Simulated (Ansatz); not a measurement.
Reactions of C₂H₈S₂Si (`CS[SiH](C)S`).

Isolated molecules relaxed with PBE0-D4/def2-TZVP in Ansatz; ΔE leaves out vibrations. CCSD(T)/CBS is the MP2 limit (def2-TZVPP, def2-QZVPP) plus CCSD(T) − MP2 in def2-TZVPP, frozen cores. This one scheme is used for every species. Functionals use def2-TZVPP. One conformer a species, not always the lowest.

```tsv
reaction	ωB97M-V (kcal/mol)	PBE-D4 (kcal/mol)	CCSD(T)/CBS(def2) (kcal/mol)
`CS[SiH](C)S` + CH₃OH → `CO[SiH](C)S` + CH₃SH	-9.5	-6.0	-8.8
`CS[SiH](C)S` → CH₄ + `CS[Si]S`	29.4	26.9	30.3
`CS[SiH](C)S` + `C[CH]1[O][AlH]1` → `C[C]1(C)[O][AlH]1` + `CS[SiH2]S`	8.7	8.2	8.0
`CS[SiH](C)S` → CH₃SH + `CS[SiH]`	67.0	65.6	68.1
`CS[SiH](C)S` → `C[Si](C)(S)S`	-14.3	-12.9	-13.9
`CS[SiH](C)S` + `C1=CN1` → `CN1C=C1` + `CS[SiH2]S`	16.8	15.8	16.4
`CS[SiH](C)S` → `CSC` + `[SiH]S`	65.9	65.4	67.3
`CS[SiH](C)S` → CH₃SH + `C[Si]S`	55.4	55.5	56.9
`CS[SiH](C)S` + H₂ → `CS[SiH2]S` + CH₄	-4.4	-4.0	-4.3
`CS[SiH](C)S` + HCl → `C[SiH](S)Cl` + CH₃SH	-9.1	-7.1	-8.2
```

Largest T1 diagnostic: 0.016, for `[SiH]S`.
